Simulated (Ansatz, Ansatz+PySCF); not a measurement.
```xyz
3

N     0.1041    0.0218   -0.0173
N     1.1464   -0.0762   -0.2974
O     0.3682    3.2476    0.4755
```

Basis set: def2-SVP (spherical functions). Frozen core: 3 orbitals. Charge 0, multiplicity 3.

Computed with Ansatz (development build ahead of 0.2.0); each method stands on the lowest determinant of its kind that the runs found.

**Question.** Give the atomization energy at this shape (free ground-state atoms in the same class of orbitals less the molecule, no zero-point energy) of triplet N₂O by UHF-MP2, UHF.

**Answer.**

```tsv
method	atomization energy
UHF-MP2	912.5 kJ/mol
UHF	475.1 kJ/mol
```

Caution for UHF-MP2: MP2 forces lie far from those of the mean fields.
